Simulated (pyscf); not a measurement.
# `[BH2][O][BH][OH]`, singlet

Gas-phase minimum from PySCF at ωB97X-D3(BJ)/def2-SVP, one conformer. 

```xyz
8

B     -1.4170    -2.0691    -0.3763
O     -0.5162    -1.0648    -0.1928
B      0.4277    -0.6297    -1.1128
O      1.2374     0.3960    -0.7768
H     -2.1672    -2.3213     0.5387
H     -1.4499    -2.6738    -1.4266
H      0.5424    -1.1422    -2.1988
H      1.0542     0.7242     0.1139
```

Bonded distances (Å): B1–O2 1.361, B1–H5 1.210, B1–H6 1.212, O2–B3 1.388, B3–O4 1.349, B3–H7 1.206, O4–H8 0.967. Bond angles (°): O2–B1–H5 117.5, O2–B1–H6 120.2, H5–B1–H6 122.3, B1–O2–B3 126.3, O2–B3–O4 118.8, O2–B3–H7 121.9, O4–B3–H7 119.3, B3–O4–H8 111.9.

Properties at ωB97X-D3(BJ)/def2-SVP:

| Item | Value |
|---|---|
| Harmonic wavenumbers, unscaled | 87, 257, 273, 486, 670, 928, 935, 1015, 1077, 1096, 1181, 1252, 1389, 1451, 2571, 2668, 2676, 3875 cm⁻¹ |
| Zero-point energy | 34.1 kcal/mol |
| Rotational symmetry number | 1 |
| Entropy of this conformer at 298 K and 1 atm, rigid rotor and harmonic oscillator, modes under 100 cm⁻¹ raised to 100 | 292.1 J/(mol K) |
| Dipole moment | 1.00 D |

Single-point totals, which compare only within one level (frozen core for MP2 and CC):

```
level                   total energy (hartree)
----------------------  ----------------------
ωB97X-D3(BJ)/def2-TZVP              -202.82526
PBE/def2-TZVP                       -202.50470
r²SCAN/def2-TZVP                    -202.64675
B3LYP-D3(BJ)/def2-TZVP              -202.78204
PBE0-D3(BJ)/def2-TZVP               -202.52377
M06-2X/def2-TZVP                    -202.68679
ωB97M-D3(BJ)/def2-TZVP              -202.81341
HF/def2-TZVPP                       -201.64817
MP2/def2-TZVPP                      -202.31914
CCSD/def2-TZVPP                     -202.34342
CCSD(T)/def2-TZVPP                  -202.36794
```

Soft torsions are taken as harmonic, which can shift the entropy by several J/(mol K). The CCSD(T) − MP2 part came from Ansatz, without density fitting, on the same reference.
